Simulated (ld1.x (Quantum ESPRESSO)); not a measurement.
**u(r) = r·R(r): atom against pseudo-atom (Sn)**

Columns: radius, all-electron u(r) and pseudo u(r) of the 5p shell (level -4.03 eV) of tin in the configuration [Kr] 4d10 5s1.75 5p2.25; LDA (PZ), scalar-relativistic, PAW scheme, ld1.x (Quantum ESPRESSO) 7.5.

```json
{"r (bohr)": "0.140", "all-electron": "-0.0283", "pseudo": "-0.0068"}
{"r (bohr)": "0.280", "all-electron": "-0.1522", "pseudo": "-0.0268"}
{"r (bohr)": "0.420", "all-electron": "0.0407", "pseudo": "-0.0588"}
{"r (bohr)": "0.560", "all-electron": "0.2145", "pseudo": "-0.1013"}
{"r (bohr)": "0.700", "all-electron": "0.2619", "pseudo": "-0.1518"}
{"r (bohr)": "0.840", "all-electron": "0.2069", "pseudo": "-0.2080"}
{"r (bohr)": "0.980", "all-electron": "0.0976", "pseudo": "-0.2670"}
{"r (bohr)": "1.120", "all-electron": "-0.0300", "pseudo": "-0.3261"}
{"r (bohr)": "1.260", "all-electron": "-0.1548", "pseudo": "-0.3830"}
{"r (bohr)": "1.400", "all-electron": "-0.2665", "pseudo": "-0.4355"}
{"r (bohr)": "1.540", "all-electron": "-0.3609", "pseudo": "-0.4821"}
{"r (bohr)": "1.680", "all-electron": "-0.4375", "pseudo": "-0.5216"}
{"r (bohr)": "1.820", "all-electron": "-0.4973", "pseudo": "-0.5535"}
{"r (bohr)": "1.960", "all-electron": "-0.5420", "pseudo": "-0.5779"}
{"r (bohr)": "2.100", "all-electron": "-0.5737", "pseudo": "-0.5951"}
{"r (bohr)": "2.240", "all-electron": "-0.5942", "pseudo": "-0.6057"}
{"r (bohr)": "2.380", "all-electron": "-0.6055", "pseudo": "-0.6107"}
{"r (bohr)": "2.520", "all-electron": "-0.6091", "pseudo": "-0.6108"}
{"r (bohr)": "2.660", "all-electron": "-0.6064", "pseudo": "-0.6067"}
{"r (bohr)": "2.800", "all-electron": "-0.5987", "pseudo": "-0.5987"}
{"r (bohr)": "2.940", "all-electron": "-0.5870", "pseudo": "-0.5870"}
{"r (bohr)": "3.080", "all-electron": "-0.5721", "pseudo": "-0.5721"}
{"r (bohr)": "3.220", "all-electron": "-0.5549", "pseudo": "-0.5549"}
{"r (bohr)": "3.360", "all-electron": "-0.5359", "pseudo": "-0.5359"}
{"r (bohr)": "3.500", "all-electron": "-0.5156", "pseudo": "-0.5156"}
{"r (bohr)": "3.640", "all-electron": "-0.4945", "pseudo": "-0.4945"}
```

Question: How many radial nodes do the two functions have?

Answer: The all-electron 5p function has n − l − 1 = 3 (the table is too coarse to show those close to the nucleus); the pseudo-wave has 0, since the states of the same l below it are removed with the core.

Question: At about which radius was the pseudo-wave matched?

Answer: 2.80 bohr, where the columns begin to agree (steps of 0.14 bohr).

Question: Where does each function peak?

Answer: Outermost all-electron maximum near 2.52 bohr, pseudo maximum near 2.52 bohr (to the table’s step).

Question: Is the pseudo-wave norm-conserving?

Answer: No, it belongs to a PAW set: the norm inside the radius is not constrained, and the difference is carried by the augmentation charge.
